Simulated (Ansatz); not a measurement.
Geometry optimisation, Ansatz, RKS PBE/def2-SVP.

The input (input.yaml):

```yaml
crystal:
  periodic: [false, false, false]
  atoms:
    - { symbol: C, position_ang: [-1.15055, 0.23002, -1.41028] }
    - { symbol: Si, position_ang: [-0.0732, 0.01243, -0.04466] }
    - { symbol: "N", position_ang: [0.73551, -1.43074, 0.4237] }
    - { symbol: "N", position_ang: [0.54744, 1.18324, 1.05079] }
    - { symbol: H, position_ang: [-1.64701, -0.60371, -1.87264] }
    - { symbol: H, position_ang: [-1.52455, 1.19944, -1.68436] }
    - { symbol: H, position_ang: [0.85815, -1.62136, 1.4064] }
    - { symbol: H, position_ang: [0.50026, -2.27275, -0.07345] }
    - { symbol: H, position_ang: [1.53552, 1.17493, 1.2541] }
    - { symbol: H, position_ang: [0.21842, 2.1285, 0.9504] }
basis:
  gaussian: { orbitals: def2-SVP }
hamiltonian:
  xc: pbe
relax:
  f_tol: 0.015
  max_steps: 40
```

Run as:

```bash
$ ansatz run input.yaml --threads 1 --pin off --max-ram 2048MiB --backend cpu --events-out ev --progress --plain --runs-dir out
```

Problem. Where does it end, and by what steps?

Solution. The run converged. After 7 steps the energy has fallen by 0.122 eV; H7 moved furthest, 0.16 Å.

```tsv
step	energy less start (eV)	largest force component (eV/Å)	accepted
0	0.0000	1.567	yes
1	-0.1011	0.515	yes
2	-0.1158	0.182	yes
3	-0.1079	0.355	no
4	-0.1209	0.109	yes
5	-0.1208	0.064	no
6	-0.1221	0.015	yes
7	-0.1221	0.007	yes
```

```xyz
10
Properties=species:S:1:pos:R:3
C -1.167 0.224 -1.325
Si -0.044 0.008 -0.050
N 0.681 -1.479 0.432
N 0.571 1.239 0.990
H -1.702 -0.627 -1.773
H -1.391 1.220 -1.735
H 0.748 -1.733 1.420
H 0.606 -2.300 -0.171
H 1.569 1.290 1.206
H 0.128 2.159 1.006
```

Time of the run: 23 s on 1 thread of Arm Neoverse V1, on a shared host, peak memory 0.12 GiB.
